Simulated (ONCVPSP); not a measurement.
## An all-electron radial function and its pseudo partner (cobalt (Co))

Columns: radius, all-electron u(r) and pseudo u(r) of the 3p shell (level -69.85 eV) of cobalt in the configuration [Ne] 3s2 3p6 3d7 4s1.5; PBE, scalar-relativistic, ONCV scheme, ONCVPSP 4.0.1.

```json
{"r (bohr)": "0.057", "all-electron": "-0.3350", "pseudo": "0.0242"}
{"r (bohr)": "0.115", "all-electron": "-0.6072", "pseudo": "0.0954"}
{"r (bohr)": "0.172", "all-electron": "-0.5664", "pseudo": "0.2047"}
{"r (bohr)": "0.230", "all-electron": "-0.3139", "pseudo": "0.3452"}
{"r (bohr)": "0.288", "all-electron": "0.0246", "pseudo": "0.5026"}
{"r (bohr)": "0.345", "all-electron": "0.3564", "pseudo": "0.6604"}
{"r (bohr)": "0.402", "all-electron": "0.6433", "pseudo": "0.8092"}
{"r (bohr)": "0.460", "all-electron": "0.8718", "pseudo": "0.9411"}
{"r (bohr)": "0.518", "all-electron": "1.0332", "pseudo": "1.0457"}
{"r (bohr)": "0.575", "all-electron": "1.1325", "pseudo": "1.1180"}
{"r (bohr)": "0.632", "all-electron": "1.1825", "pseudo": "1.1593"}
{"r (bohr)": "0.690", "all-electron": "1.1930", "pseudo": "1.1713"}
{"r (bohr)": "0.747", "all-electron": "1.1737", "pseudo": "1.1573"}
{"r (bohr)": "0.805", "all-electron": "1.1324", "pseudo": "1.1220"}
{"r (bohr)": "0.862", "all-electron": "1.0775", "pseudo": "1.0718"}
{"r (bohr)": "0.920", "all-electron": "1.0125", "pseudo": "1.0098"}
{"r (bohr)": "0.977", "all-electron": "0.9437", "pseudo": "0.9427"}
{"r (bohr)": "1.035", "all-electron": "0.8720", "pseudo": "0.8716"}
{"r (bohr)": "1.092", "all-electron": "0.8019", "pseudo": "0.8018"}
{"r (bohr)": "1.150", "all-electron": "0.7326", "pseudo": "0.7325"}
{"r (bohr)": "1.208", "all-electron": "0.6665", "pseudo": "0.6663"}
{"r (bohr)": "1.265", "all-electron": "0.6051", "pseudo": "0.6050"}
{"r (bohr)": "1.322", "all-electron": "0.5478", "pseudo": "0.5477"}
{"r (bohr)": "1.380", "all-electron": "0.4937", "pseudo": "0.4937"}
{"r (bohr)": "1.438", "all-electron": "0.4440", "pseudo": "0.4440"}
{"r (bohr)": "1.495", "all-electron": "0.3992", "pseudo": "0.3992"}
```

(1) How many radial nodes do the two functions have?

(2) At about which radius was the pseudo-wave matched?

(3) Where does each function peak?

(4) Is the pseudo-wave norm-conserving?

## Answers

(1) The all-electron 3p function has n − l − 1 = 1; the pseudo-wave has 0, since the states of the same l below it are removed with the core.

(2) 1.15 bohr. The columns agree to 0.0005 from 1.03 bohr on; several derivatives are matched, so the curves merge somewhat inside the radius.

(3) Outermost all-electron maximum near 0.69 bohr, pseudo maximum near 0.69 bohr (to the table’s step).

(4) Yes: the ONCV scheme keeps the norm inside the radius equal to the all-electron one, which fixes the energy derivative of the logarithmic derivative at the level.
